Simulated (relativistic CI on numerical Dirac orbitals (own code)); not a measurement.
**How well does a small relativistic CI reproduce Sb³⁺?**

Method of calculation: Dirac-Coulomb-Breit CI, KLI orbitals optimised for each configuration, model QED, valence Slater integrals scaled by 0.85, P86 correlation energy added to each configuration (own radial code, finite nucleus).

Configurations in the expansion (outside the closed core [Kr]): 4d10.5s2, 4d10.5s.5p, 4d10.5p2, 4d10.5s.5d, 4d10.5s.5f, 4d10.5d2, 4d10.5s.5g, 4d10.5s.6s, 4d10.5p.5d, 4d10.5s.6p, 4d10.4f2, 4d10.5s.4f, 4d10.4f.5p, 4d10.5s.6d, 4d10.5s.7s, 4d10.5f2, 4d10.5s.7p, 4d10.5p.5f, 4d10.5g2, 4d10.5p.6s, 4d10.5p.5g, 4d9.5s2.4f, 4d10.5s.7d, 4d10.5s.8s, 4d10.5s.8p, 4d9.5s2.5p, 4d10.5s.8d, 4d10.4f.5d, 4d10.5d.5f, 4d10.5d.5g, 4d10.4f.5f, 4d10.4f.5g. Double excitations out of closed p, d and f shells are left out; levels of such configurations are missing from the list, as are those of other unlisted configurations, and high levels can miss mixing partners. These lack a partner that the ground configuration has and come out too high: 4d9.5s2.4f, 4d9.5s2.5p.

```tsv
Configuration	Term (tabulated)	J	Measured (cm⁻¹)	Computed	Error	Purity (%)
4d10.5s2	1S	0	0.0	0	0	97
4d10.5s.5p	3P°	1	66700.0	62012	-4688	98
4d10.5s.5p	3P°	2	72560.0	67526	-5034	100
4d10.5s.5p	1P°	1	95952.0	93131	-2821	96
4d10.5p2	3P	0	152076.0	149222	-2854	95
4d10.5p2	1D	2	155956.0	151141	-4815	63
4d10.5p2	3P	1	156388.0	153105	-3283	100
4d10.5p2	3P	2	163524.0	159322	-4202	83
4d10.5s.5d	3D	1	178914.0	174546	-4368	99
4d10.5s.5d	3D	2	179264.0	174857	-4407	99
4d10.5s.6s	3S	1	188622.0	184332	-4290	100
4d10.5s.6p	1P°	1	219028.0	214521	-4507	88
4d10.5s.4f	3F°	2	227059.0	227044	-15	86
4d10.5s.4f	3F°	3	227144.0	227255	111	84
4d10.5s.4f	1F°	3	229592.0	228910	-682	85
4d10.5s.6d	3D	1	254683.0	249578	-5105	100
4d10.5s.6d	3D	2	254826.0	249695	-5131	99
4d10.5s.6d	3D	3	255079.0	249902	-5177	100
4d10.5s.6d	1D	2	255558.0	252166	-3392	97
4d10.5s.7s	3S	1	257771.0	252923	-4848	100
4d10.5s.7s	1S	0	262912.0	255095	-7817	100
```

Measured levels from Moore, Atomic Energy Levels, vol. III, NSRDS-NBS 35 (1971 reprint of NBS Circular 467, 1958); pairs were made by configuration, J and term (by order where the table uses no LS term), so strongly mixed levels may be paired wrongly. The analysis dates from before 1960.

Mean error by configuration (cm⁻¹): 4d10.5s.5p -4181; 4d10.5p2 -3789; 4d10.5s.5d -4387; 4d10.5s.6s -4290; 4d10.5s.6p -4507; 4d10.5s.4f -195; 4d10.5s.6d -4701; 4d10.5s.7s -6332. Over the excited levels the mean absolute error is 3877 cm⁻¹ (20 of the 20 excited levels that our extract of the source holds in range could be paired), and the median relative error of those above 1,000 cm⁻¹ is 2.1 %.
